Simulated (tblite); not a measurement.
A tight-binding relaxation on `[CH2+][C](C(Cl)Cl)C(F)(F)F` [radical].

Computed with GFN2-xTB geometry optimisation, gas phase (tblite 0.8.0). Start geometry: from a force field or distance geometry. The input is one job of a driver script: a line of settings, then coordinates in Å.

Command:
```bash
OMP_NUM_THREADS=1 python probes_run.py task.json out
```

Input:
```
{"job": {"kind": "relax", "xc": "GFN2-xTB", "basis": "xTB"}, "charge": 1, "multiplicity": 2}
C     -0.868200    -1.231300     0.417100
C     -0.107900    -0.214000    -0.305200
C     -0.635300     1.166200    -0.311000
Cl    -0.761300     1.716900     1.376000
Cl    -2.207600     1.270600    -1.141300
C      1.375000    -0.343200    -0.206600
F      1.924200    -1.492200    -0.680300
F      1.675100    -0.122700     1.154800
F      1.917400     0.716600    -0.909800
H     -1.224400    -1.122700     1.463100
H     -1.168000    -2.176900    -0.062300
H      0.082300     1.832000    -0.820500
```

Output:
```
step      E/eV     max force
  0    -890.91281    4.796
  1    -891.39420    1.668
  2    -891.55131    1.069
  3    -891.63409    1.033
  4    -891.76866    1.220
  5    -891.89336    1.108
  6    -892.03448    1.417
  7    -892.18831    1.616
  8    -892.39887    1.823
  9    -892.52503    1.277
... (86 lines left out)
 96    -892.97444    0.257
 97    -892.97679    0.081
 98    -892.97772    0.080
 99    -892.97793    0.296
100    -892.98247    0.056
101    -892.98380    0.048
102    -892.98471    0.048
103    -892.98490    0.042
104    -892.98496    0.022
105    -892.98502    0.008
```

«max force» is the largest atomic force in eV/Å.

Question: From which step on does the largest force stay under 0.1 eV/Å, and how much energy is left to gain from there?

Answer: From step 100 (0.056 eV/Å), 2.5 meV above the end.

In short: energy lowered by 47.8 kcal/mol over 105 steps; largest atomic force 0.008 eV/Å at the end.

Question: Where do the atoms end?

Answer: 0.780 Å rms from the input after alignment:
```
atom  x, y, z in Å
C1    -0.9107   -1.3275    0.0469
C2    -0.1712   -0.2279   -0.0036
C3    -0.6839    1.1961   -0.1010
Cl4    0.1622    2.3631    0.9506
Cl5   -2.4309    1.3749    0.0022
C6     1.3671   -0.3122    0.0094
F7     1.7860   -1.5242   -0.2998
F8     1.8362   -0.0014    1.2180
F9     1.8882    0.5522   -0.8635
H10   -1.9854   -1.3319   -0.0437
H11   -0.4464   -2.2972    0.1855
H12   -0.4100    1.5354   -1.1271
```

The run took 0.92 s wall on one thread, Arm Neoverse V1 (aarch64) (shared host).
Labels such as C1 count atoms from 1, the log's own numbers from 0.
